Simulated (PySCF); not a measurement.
**Working out the excitation energy of He**

He 1s2 (1S) → He 1s1 2p1 (3P). Calculation: PySCF 2.14, in dyall-av3z (10s3p2d, 29 functions); the non-relativistic Hamiltonian (point nucleus). Frozen: nothing; the 4 highest virtual orbitals dropped. Energies in hartree (1 hartree = 27.21139 eV):

```json
{"part": "UHF", "He (lower)": "-2.861661", "He (upper)": "-2.004388"}
{"part": "MP2 opposite-spin", "He (lower)": "-0.034143", "He (upper)": "0.000000"}
{"part": "MP2 same-spin", "He (lower)": "0.000000", "He (upper)": "-0.003158"}
```

Q: What does Hartree-Fock give?

A: (-2.004388) − (-2.861661) = 0.857273 hartree = 23.328 eV.

Q: What do MP2 and SCS-MP2 (6/5 opposite-spin, 1/3 same-spin) give?

A: The opposite-spin parts differ by 0.929 eV and the same-spin parts by -0.086 eV. MP2: 23.328 + (0.929) + (-0.086) = 24.171 eV. SCS-MP2: 23.328 + 1.2 × (0.929) + (-0.086)/3 = 24.414 eV.

Measured between the centres of the two terms (NIST): 20.964 eV, so MP2 (valence) is off by 3.207 eV.

What remains against the reference includes basis incompleteness and correlation beyond second order.
